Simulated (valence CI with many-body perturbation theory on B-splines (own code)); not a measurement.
# Questions on Ba LII

Calculated by configuration interaction combined with many-body perturbation theory (CI+MBPT): three valence electrons over a frozen Dirac-Fock core [He], radial functions for each j: 9 s, 9 p, 8 d, 6 f, 3 g, 1 h, with the one-electron correlation potential Σ1 (screened to all orders), the two-electron term Σ2, the three-electron term Σ3, Breit, model QED; selected single and double excitations, second order for the rest, scaled by the run's own slope (own B-spline code, finite nucleus).

The last digits are not significant, and no measured levels were compared; by estimate large intervals hold to a few tenths of a per cent, small ones and those within an open d or f shell to about a per cent.

Levels are named by their leading jj configuration (3d3/2^4 stands for four electrons in 3d with j = 3/2), which in mixed levels can hold well under half, so a name can repeat and another be missing.

Rates and lifetimes use the calculated energies. Strong lines usually hold to 10 to 20 %, long lifetimes can be off by a factor of two.

Problem. What is the ground level?

Solution. (2s^2 2p1/2) J=1/2, composition 100 % 2s2 2p 2P°, g = 0.639.

Problem. What is the ionisation energy?

Solution. 10018 eV; NIST lists 10023 ± 4 eV (theoretical).

Problem. What are the static dipole polarisabilities of the lowest levels?

Solution. (2s^2 2p1/2) J=1/2 0.000577 bohr³, of which the core gives 7.82e-07.

Problem. How well does LS coupling describe the low levels?

Solution. Among the lowest 20 levels the leading LS term, summed over configurations, holds 76 % on average. For single configurations the figures are 76 % in LS and 99 % in jj coupling. Terms mix most in the J = 3/2 level at 6533.3 × 10³ cm⁻¹, where the leading one holds 47 %.

Problem. Name the longest-lived excited levels whose lifetime is computed, and their main decay.

Solution. (2s^2 2p3/2) J=3/2 at 3391.2 × 10³ cm⁻¹ lives 833 ps, mostly by E1 to (2s 2p1/2^2) J=1/2; (2s 2p1/2 2p3/2) J=5/2 at 4627.7 × 10³ cm⁻¹ lives 222 ps, mostly by E1 to (2s^2 2p3/2) J=3/2; (2s 2p1/2 2p3/2) J=3/2 at 4362.7 × 10³ cm⁻¹ lives 180 ps, mostly by E1 to (2s^2 2p1/2) J=1/2.

Problem. Where does the other parity begin?

Solution. At (2s 2p1/2^2) J=1/2, 1393.2 × 10³ cm⁻¹.

Problem. Among levels below 49960 × 10³ cm⁻¹, which E1 lines absorb most strongly from the ground level?

Solution. to (2s^2 3d3/2) J=3/2 at 0.2119 nm, f = 0.521; to (2s 2p1/2 3p1/2) J=3/2 at 0.2134 nm, f = 0.266; to (2s 2p1/2 3p3/2) J=3/2 at 0.2084 nm, f = 0.183.
